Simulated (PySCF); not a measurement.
A PySCF script (with the pyscf-properties extension) for the NMR shieldings of `CC#CB[SiH2]OC`, C4H9BOSi, on a GFN2-xTB geometry:

```python
import basis_set_exchange as bse
import numpy as np
from pyscf import gto, dft
from pyscf.prop import nmr

atoms = """
C    -2.907799    1.124501    0.212673
C    -1.911844    0.183942   -0.240859
C    -1.077146   -0.610385   -0.618331
B    -0.026622   -1.584462   -1.022854
Si    1.755339   -1.540845   -0.183079
O     1.963933   -0.355431    0.931451
C     1.802602    1.015245    0.760466
H    -2.442106    1.956466    0.742722
H    -3.477323    1.509821   -0.633621
H    -3.595556    0.617422    0.890221
H    -0.309346   -2.386576   -1.833799
H     2.080415   -2.655508    0.711508
H     2.848093   -1.425114   -1.179578
H     1.954066    1.499252    1.726750
H     0.799790    1.252199    0.393090
H     2.535904    1.408417    0.049924
"""
names = dict.fromkeys(["C", "B", "Si", "O", "H"], "pcSseg-1")
basis = {el: gto.basis.parse(bse.get_basis(n, elements=[el], fmt="nwchem")) for el, n in names.items()}
mol = gto.M(atom=atoms, basis=basis, charge=0, verbose=0)
mf = dft.RKS(mol, xc="PBE0")
mf.grids.level = 2
mf.grids.alignment = dft.numint.BLKSIZE   # the property module wants whole blocks of grid points
mf.conv_tol = 1e-9
mf.kernel()

calc = nmr.RKS(mf)   # GIAO
C = mf.mo_coeff
Co = C[:, mf.mo_occ > 0]
resp = mf.gen_response(singlet=True, hermi=2)
def vind(x):   # induced exchange potential for any number of trial vectors
    d = np.einsum("pi,xij,qj->xpq", C, 2 * x.reshape(-1, C.shape[1], Co.shape[1]), Co, optimize=True)
    return np.einsum("xpq,pi,qj->xij", resp(d - d.transpose(0, 2, 1)), C, Co, optimize=True).ravel()
mo1, _ = nmr.rhf.solve_mo1(calc, with_cphf=vind)
sigma = calc.kernel(mo1)
for i, s in enumerate(sigma):   # ppm
    w = np.linalg.eigvalsh((s + s.T) / 2)
    print("%2d %-2s iso %8.1f  s11 %8.1f  s22 %8.1f  s33 %8.1f" % (i, mol.atom_pure_symbol(i), w.mean(), *w))
```

Question: What are the results?

Answer: 
```
 0 C  iso    176.5  s11    171.1  s22    172.5  s33    185.8
 1 C  iso     -2.0  s11    -33.9  s22      9.9  s33     18.1
 2 C  iso     82.1  s11    -17.2  s22     -3.8  s33    267.5
 3 B  iso     10.6  s11   -106.3  s22     -1.8  s33    139.8
 4 Si iso    374.7  s11    297.1  s22    354.7  s33    472.3
 5 O  iso    354.7  s11    300.0  s22    373.0  s33    391.2
 6 C  iso    133.4  s11    107.3  s22    109.3  s33    183.5
 7 H  iso     28.9  s11     24.3  s22     28.0  s33     34.5
 8 H  iso     29.0  s11     24.6  s22     27.0  s33     35.3
 9 H  iso     28.9  s11     25.0  s22     26.8  s33     35.0
10 H  iso     23.3  s11     16.2  s22     26.5  s33     27.3
11 H  iso     26.5  s11     22.6  s22     25.3  s33     31.5
12 H  iso     26.4  s11     22.7  s22     25.2  s33     31.3
13 H  iso     27.8  s11     24.0  s22     25.6  s33     33.8
14 H  iso     27.3  s11     21.8  s22     27.5  s33     32.6
15 H  iso     28.2  s11     24.4  s22     26.2  s33     34.0
```

These numbers come from an equivalent density-fitted implementation of the same equations, which agrees with the script to about 0.01 ppm for H and up to a few tenths of a ppm for heavy atoms, so last digits may differ.

Size and cost of the density-fitted run: 171 basis functions, 44 s wall time on 1 thread of an Arm Neoverse N1, shared host; peak memory 0.77 GiB.
